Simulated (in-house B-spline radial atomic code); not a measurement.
The numbers below are computed, except where a source is named.
# Making a Troullier-Martins s channel for Ag, r_c = 1.19 bohr

Ag, [Kr] 4d10 5s1, non-relativistic PBE, spherical and spin-unpolarised, from an all-electron radial atomic-structure program (B-spline basis) (atomic units). The all-electron 4s level is ε = -3.224445 hartree, its outermost node lies just inside 0.47 bohr and its outer maximum at 0.85 bohr.

Inside r_c the pseudo-orbital is u(r) = r^1 exp(p(r)), with p = c0 + c2 r² + c4 r⁴ + … + c12 r¹². The seven coefficients follow from p and its first four derivatives at r_c, from zero curvature of the screened potential at the origin, c4 = −c2²/(2l + 5), and from the norm inside r_c. At r_c the all-electron orbital has P = 0.8750284, P' = -1.355226, the screened potential V = -3.16489, V' = 7.202042, V'' = -21.13968, and the norm inside is Q = 0.7961669.

Question: What are p, p' and p'' at r_c?

Answer: p = ln(P/r_c^1) = ln(0.8750284/1.19) = -0.30745. p' = P'/P − 1/r_c = -1.54878 − 0.84034 = -2.38912. The radial equation gives p'' = 2(V − ε) − 2(1) p'/r_c − p'² = 0.11911 − (-4.01532) − 5.70788 = -1.57344. Differentiating, p''' = 2V' + 2(1)p'/r_c² − 2(1)p''/r_c − 2p'p'' = 6.156, and p'''' = 2V'' − 4(1)p'/r_c³ + 4(1)p''/r_c² − 2(1)p'''/r_c − 2p''² − 2p'p''' = -26.936.

For a trial c2 the five matching conditions are linear in c0, c6, c8, c10 and c12, and c2 is varied until the norm inside r_c equals Q. The root nearest zero gives:

```
 n          c_n
 0  0.009871576
 2      1.39633
 4   -0.3899474
 6    -3.044976
 8     3.303357
10    -1.381701
12    0.2131133
```

Question: Check c4 and p(r_c), and find the screened pseudopotential at the origin.

Answer: −c2²/5 = -0.389947, as listed. The terms c_n r_c^n are 0.00987, 1.97734, -0.78198, -8.64700, 13.28407, -7.86835, 1.71860, which sum to -0.30745. Inverting the radial equation, V_l(r) = ε + 1 p'/r + (p'' + p'²)/2, so V_l(0) = ε + (2l + 3) c2 = -3.224445 + 3 × (1.39633) = 0.9645 hartree, finite where the all-electron potential diverges.

Orbitals and screened potentials:

```csv
r (bohr),P,u,V all-electron,V pseudo
0.119,0.3622,0.1226,-246.7,0.951
0.298,-0.6667,0.339,-59.55,0.4763
0.476,0.1331,0.629,-25.38,-1.652
0.654,0.9473,0.9655,-13.3,-5.363
0.833,1.205,1.172,-7.846,-7.36
1.011,1.104,1.101,-4.873,-5.398
1.19,0.875,0.875,-3.165,-3.165
```

Logarithmic derivatives P'/P at R = 1.49 bohr, for energies E around ε:

```
E − ε (hartree)  all-electron     pseudo
           -0.5      0.117757   0.111395
          -0.25     -0.668437  -0.671205
           -0.1      -1.36705   -1.36765
              0      -1.99998   -1.99986
            0.1       -2.8518   -2.85301
           0.25      -4.89997   -4.91678
            0.5      -17.2779   -17.8272
```

Question: With P(R) = 0.5089201 and a norm of 0.9395436 inside R, what slope in energy does norm conservation fix?

Answer: d(P'/P)/dE = −2 × (norm inside R)/P(R)² = -7.2552 per hartree·bohr at E = ε, for both atoms, since orbital and norm agree at R. Differences over ±0.1 hartree give -7.4237 (all-electron) and -7.4268 (pseudo), which also hold third-order terms. Half a hartree below ε the two curves differ by -0.0064.
